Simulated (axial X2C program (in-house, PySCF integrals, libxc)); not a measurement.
# Be₂: cheaper levels and CCSD(T), 2c

All values were computed with an in-house relativistic program for diatomic molecules. Two-component (2c) means X2C with spin–orbit coupling and atomic mean-field two-electron Coulomb and Gaunt terms. Basis: Be dyall-cv3z [8s8p3d1f] (cores contracted in-house); Gaussian nuclei, density fitting, unrestricted open shells. Masses: Be 9.012 u.

State: Ω = 0 (closed shell); fragments Be + Be.

```csv
level,Re (Å),ωe (cm⁻¹),De (eV)
PBE0,2.506,295.6,0.284
MP2,2.763,112.9,0.039
LDA,2.393,371.8,0.561
```

Correlated methods: 4 electrons correlated (number of frozen shells: Be 1 s), 156 virtual spin orbitals or spinors in MP2, 90 natural virtuals in coupled cluster.

CCSD(T), same Hamiltonian and basis:

Re = 2.503 Å, ωe = 225.9 cm⁻¹, De = 0.07 eV; T1 = 0.029 (Lee–Taylor normalisation).

Problem. Give the differences from CCSD(T) in the columns below.

Solution. 

```csv
level,ΔRe (Å),Δωe (cm⁻¹)
PBE0,0.003,69.7
MP2,0.260,-113.0
LDA,-0.110,145.9
```

Occupations by symmetry block were frozen at the best pattern of an incomplete PBE0 search. De is counted from the lowest determinant-based energies of the atoms at the same level, without counterpoise correction. Coupled cluster ran in a truncated set of natural virtual spinors; the MP2 energy of the rest was added. (T) has no such correction and the atoms are truncated less, which lowers De at CCSD(T) by a hundredth of an eV or more. The T1 diagnostic is large, a sign of multireference character. The levels of this run spread widely (ωe from 113 to 372 cm⁻¹), so these constants depend on the method. The bond is weak, and without diffuse functions and with truncated virtuals even CCSD(T) can be tens of per cent off in De.
